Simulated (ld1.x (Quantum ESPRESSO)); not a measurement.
# Te (Z = 52): one change to a TM potential, before and after

ld1.x (Quantum ESPRESSO) 7.5 input, shortened:

```
&input
   title='Te', zed=52., rel=1, dft='WC', iswitch=3,
   config='[Kr] 4d10 5s2 5p1'
 /
 &inputp
   pseudotype=2, tm=.true., lloc=0,
   nlcc=.false.
 /
3
5P  2  1   1.00   0.00  1.70  1.70  0.0
4D  3  2  10.00   0.00  0.95  0.95  0.0
5S  1  0   2.00   0.00  1.35  1.35  0.0
 &test
   configts(1)='4d10 5s2 5p1'
 /
```

All-electron outer shells of the reference configuration (Wu–Cohen, scalar-relativistic, ld1.x):

```tsv
shell	level (eV)	outermost node (bohr)	outermost maximum (bohr)
4p	-145.20	0.38	0.74
4d	-72.33	0.36	0.81
5s	-42.86	0.91	1.73
5p	-31.71	0.99	1.99
```

Change: wave 5p (bound): rc 1.70 bohr becomes 5p (bound): rc 2.44 bohr.

Cutoffs: the cutoffs (Ry, on a coarse ladder) from which the occupation-weighted sum of valence levels, in a spherical-Bessel basis at the reference potential, stays within 10 and 1 mRy of its value at 400 Ry; they do not see the model core or the augmentation charge, which bear on the density cutoff. Errors are all-electron minus pseudo energies relative to the spin-unpolarised reference configuration.

Question: Predict the effect on cutoff, ghosts and configuration errors.

Answer: The potential gets neither clearly harder nor softer (140 Ry and 230 Ry → 140 Ry and 230 Ry); both files keep a bound ghost (p); of the 7 tests that both files solve, the error grows in 1 and shrinks in 6 by more than 15 % and 0.3 meV (median size 27.0 → 20.8 meV).

| quantity | base | changed |
| --- | --- | --- |
| cutoff, loose | 140 Ry | 140 Ry |
| cutoff, tight | 230 Ry | 230 Ry |
| loose cutoff by channel (10 mRy a level) | p 30 Ry, d 100 Ry, s 45 Ry | p 15 Ry, d 100 Ry, s 45 Ry |
| bound ghosts | p | p |
| error for 4d10 5s2 5p4, meV [ΔE -54.75 eV] | +37 | +28 |
| error for 4d10 5s2 5p3, meV [ΔE -44.99 eV] | +27 | +21 |
| error for 4d10 5s2 5p2, meV [ΔE -27.00 eV] | +13 | +10 |
| error for 4d10 5s1 5p5, meV [ΔE -45.45 eV] | +17 | +0.1 |
| error for 4d10 5s2 5p3.5, meV [ΔE -50.84 eV] | +33 | +25 |
| error for 4d9 5s2 5p5, meV [ΔE -16.57 eV] | -458 | -552 |
| error for 4d10 5s1 5p4, meV [ΔE -35.11 eV] | +14 | +0.6 |

 A true bound ghost makes a file unfit for plane-wave use even where its test errors are small: the radial tests pick states by their node count and pass the ghost by.
